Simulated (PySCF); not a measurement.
BiBrH₂Te₂, SMILES [Br][Bi]([TeH])[TeH]. Geometry: B3LYP-D3(BJ)/def2-SVP. The structure was generated by enumeration; whether it is a known compound was not checked. The def2 effective core potentials stand for the cores of Bi, Te; spin–orbit coupling is left out.

Question: Give the equilibrium geometry at B3LYP-D3(BJ)/def2-SVP (PySCF confirms it by a frequency run) as a Z-matrix. (An estimate is asked for; the answer gives what the named calculation found.)

Answer: 
```
Bi
Br 1 2.6689
Te 1 2.8809 2 103.28
H 3 1.6776 1 91.75 2 -96.28
Te 1 2.8920 2 92.19 3 93.94
H 5 1.6757 1 91.00 2 -172.05
```
Charge 0, spin multiplicity 1.
